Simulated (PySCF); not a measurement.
## Working out the ionisation energy of Ti

Ti [Ar] 3d2 4s2 (3F) → Ti⁺ [Ar] 3d2 4s1 (4F). All numbers are calculated (PySCF 2.14, the spin-free X2C one-electron Hamiltonian (Gaussian nucleus), in cc-pVTZ-DK). Frozen: [Ar]. Energies in hartree (1 hartree = 27.21139 eV):

| part | Ti (lower) | Ti⁺ (upper) |
| --- | --- | --- |
| UHF | -852.747505 | -852.543294 |
| MP2 opposite-spin | -0.029484 | 0.000000 |
| MP2 same-spin | -0.010617 | -0.011084 |

Task: What does Hartree-Fock give?

Result: (-852.543294) − (-852.747505) = 0.204211 hartree = 5.557 eV.

Task: What do MP2 and SCS-MP2 (6/5 opposite-spin, 1/3 same-spin) give?

Result: The opposite-spin parts differ by 0.802 eV and the same-spin parts by -0.013 eV. MP2: 5.557 + (0.802) + (-0.013) = 6.346 eV. SCS-MP2: 5.557 + 1.2 × (0.802) + (-0.013)/3 = 6.515 eV.

Measured between the centres of the two terms (NIST): 6.828 eV, so MP2 (valence) is off by -0.482 eV.

What remains against the reference includes basis incompleteness, the frozen core and correlation beyond second order.
